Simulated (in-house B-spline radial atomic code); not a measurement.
Results of a calculation; reference values are marked as such.
Quantum size effects in thin Au films (jellium)

The positive ions are smeared into a uniform slab; the electrons are solved self-consistently in the LDA (PW92) on a fine grid across the film. Stabilised jellium adds, inside the slab, the constant potential −n de/dn that makes the bulk stable at the metal's density. No lattice, so no dependence on crystal face. Atomic units unless named. The table is for plain jellium.

Au: 1 valence electron per atom, density 19.3 g/cm³, mass 196.97 u, so r_s = 3.01 bohr.

```csv
thickness (nm),in Fermi wavelengths,filled subbands,work function (eV),surface energy (J/m²)
0.652,1.250,3,3.486,0.235
0.717,1.375,3,3.412,0.215
0.782,1.500,3,3.215,0.214
0.847,1.625,4,3.349,0.235
0.913,1.750,4,3.442,0.231
0.978,1.875,4,3.395,0.218
1.043,2.000,4,3.262,0.218
1.108,2.125,5,3.347,0.232
1.173,2.250,5,3.417,0.229
1.238,2.375,5,3.386,0.220
1.304,2.500,5,3.289,0.220
1.369,2.625,6,3.347,0.230
1.434,2.750,6,3.401,0.228
```

Question: At what steps in thickness do new subbands fill, and why?

Answer: λ_F = 2π/k_F = 9.855 bohr = 0.521 nm. New subbands appear by 1.625, 2.125, 2.625 λ_F, each within the grid step of 1/8 λ_F; the true step is half a wavelength (0.261 nm), since a level crosses E_F each time one more half wave at k_F fits across the film.

Question: How large is the oscillation of the work function here?

Answer: It runs from 3.215 to 3.486 eV over the table, 0.27 eV within the first four rows and 0.11 eV within the last four, about a thick-film value of 3.35 eV. The grid can skip the cusp where a subband opens, so the true swing can be larger; measurement on the bulk metal gives 5.10 to 5.47 eV.

Question: The film of 19.71 bohr has subband bottoms at -8.548, -7.784, -6.546, -4.921 eV, measured from the vacuum level. Show that these levels and neutrality give the work function in the table.

Answer: Each subband holds (E_F − ε_j)/π electrons per bohr², spin included. Neutrality needs n L = 0.0087541 × 19.71 = 0.17254, and π n L × 27.2114 = 14.750 eV. So E_F = (π n L + Σ ε_j)/4 = (14.750 + (-27.799))/4 = -3.262 eV, and the work function is 3.262 eV.
